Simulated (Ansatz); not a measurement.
Born–Oppenheimer molecular dynamics of F4H2W (7 atoms, charge 0, multiplicity 1). It starts from a relaxed structure.

Method: RKS PBE/def2-SVP (Ansatz).

| Property | Result |
| --- | --- |
| ensemble | NVE (velocity Verlet) |
| time step | 1 fs |
| steps asked | 100 |
| starting velocities drawn for | 700 K |
| masses | H 3.016 u |
| seed | 101060 |

First frame:

```xyz
7
Properties=species:S:1:pos:R:3
W 0.000 -0.136 -0.136
H 0.000 0.246 1.518
F 1.825 -0.330 -0.330
H 0.000 1.518 0.246
F -1.825 -0.330 -0.330
F 0.000 -1.833 0.735
F 0.000 0.735 -1.833
```

(1) What does the run give?

(2) What happens to the structure?

(3) How do temperature and energy run in time?

Answers

(1) All steps were run.

```json
{
  "steps done": "100",
  "time covered": "100 fs",
  "mean temperature over the second half": "477 K",
  "spread of the potential energy over the second half": "7.6 meV per atom",
  "mean potential energy of the second half above the start": "20.6 meV per atom"
}
```

The conserved energy stayed within 0.081 meV per atom of its start (net change 0.00029 meV per atom), so the integration is sound. A run of 0.1 ps of so small a system gives no equilibrium averages.

(2) The same pairs are bonded in the first frame and the last. Pairs count as bonded within 1.25 times the sum of covalent radii (0.12 Å more for H–H). Another seed would give other details.

(3) 
```
time (fs)  T (K)  potential energy less start (eV)  conserved less start (meV/atom)
        0    700                             0.000                             0.00
        8    531                             0.110                             0.07
       16    494                             0.134                             0.04
       24    564                             0.088                             0.04
       32    579                             0.079                             0.04
       40    598                             0.066                             0.03
       48    544                             0.101                             0.03
       56    391                             0.200                             0.05
       64    383                             0.205                             0.08
       72    592                             0.070                             0.01
       80    580                             0.078                             0.03
       88    424                             0.179                             0.07
       96    483                             0.141                             0.04
```

The run took 5.3 min on 1 thread of Arm Neoverse V2, with other jobs on the host, peak memory 0.13 GiB.
